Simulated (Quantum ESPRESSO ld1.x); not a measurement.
The technetium ion Tc8+, 35 electrons, occupied as [Ar] 3d10 4s2 4p5. Method: scalar-relativistic Kohn-Sham, LDA (Slater exchange, Perdew-Zunger correlation), spin-polarised, spherical densities, point nucleus; open shells are filled with parallel spins first; computed with ld1.x of Quantum ESPRESSO 7.5.

Normalised radial functions P(r) = r R(r), r in bohr:

r	4p up
0.002836	0.0039
0.003664	0.0061
0.004695	0.0096
0.006065	0.0151
0.007835	0.0236
0.01004	0.0362
0.01297	0.0557
0.01675	0.0841
0.02147	0.1227
0.02773	0.1759
0.03582	0.2418
0.0459	0.3119
0.0593	0.3752
0.0766	0.4014
0.09816	0.3556
0.1268	0.2015
0.1638	-0.0631
0.2099	-0.3657
0.2711	-0.5916
0.3502	-0.5685
0.4524	-0.2166
0.5797	0.3450
0.7489	0.8920
0.9673	1.1238
1.24	0.9595
1.601	0.5645
2.068	0.2185
2.651	0.0538
3.424	0.0068

4p up: eigenvalue -163.27 eV, 2 radial nodes at r = 0.155, 0.501 bohr, <r> = 1.07 bohr, 90 % of the charge inside 1.54 bohr.
